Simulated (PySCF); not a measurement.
## Excitation energy of Rb by level of theory

Rb [Kr] 5s1 (2S) → Rb [Kr] 5p1 (2P), as a difference of total energies. All numbers are calculated (PySCF 2.14, the spin-free X2C one-electron Hamiltonian (Gaussian nucleus), in aug-cc-pwCVTZ-X2C with one added diffuse shell each of s, p, d, f type (11s10p8d4f, 109 functions)). Correlated levels: valence and next inner shell: [Ar] 3d10 frozen. The calculations carry no spin-orbit coupling.

```json
{"method": "UHF", "excitation energy (eV)": "1.345", "error (eV)": "-0.234"}
{"method": "LDA", "excitation energy (eV)": "1.528", "error (eV)": "-0.051"}
{"method": "PBE", "excitation energy (eV)": "1.362", "error (eV)": "-0.217"}
{"method": "PBE0", "excitation energy (eV)": "1.365", "error (eV)": "-0.214"}
{"method": "r2SCAN", "excitation energy (eV)": "1.319", "error (eV)": "-0.260"}
{"method": "wB97M-V", "excitation energy (eV)": "1.546", "error (eV)": "-0.033"}
{"method": "TPSSh", "excitation energy (eV)": "1.260", "error (eV)": "-0.319"}
{"method": "MP2 (valence and next inner shell)", "excitation energy (eV)": "1.556", "error (eV)": "-0.023"}
{"method": "SCS-MP2 (valence and next inner shell)", "excitation energy (eV)": "1.512", "error (eV)": "-0.067"}
```

Reference: 1.579 eV (measured; NIST levels, between the centres of gravity of the two terms).

Errors of the correlated levels include the incompleteness of this basis and the frozen core.
